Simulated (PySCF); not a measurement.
**Correlation energy of S (sulfur, neutral)**

[Ne] 3s2 3p4, high-spin 3P determinant. Computed with PySCF 2.14 in cc-pVTZ-DK, with the spin-free X2C one-electron Hamiltonian (Gaussian nucleus). Frozen: [Ne]; 6 electrons correlated.

MP2 pair energies summed by pair of shells (mhartree):

```csv
pair,energy,share (%)
3s-3p,-53.72,46.1
3p-3p,-53.02,45.5
3s-3s,-9.85,8.4
```

Total MP2 correlation energy: -116.59 mhartree.

Same-spin part -27.13 and opposite-spin part -89.47 mhartree; SCS-MP2 scales them by 1/3 and 6/5 to -116.40 mhartree.

```json
{"level": "CCSD", "correlation energy (mhartree)": "-139.46"}
{"level": "(T)", "correlation energy (mhartree)": "-4.60"}
{"level": "CCSD(T)", "correlation energy (mhartree)": "-144.06"}
```

Diagnostics: T1 = 0.0096, D1 = 0.0298, largest double amplitude 0.059.

**Question.** Is a single reference adequate?

**Answer.** Yes: T1 lies below 0.03 and no double amplitude reaches 0.07.
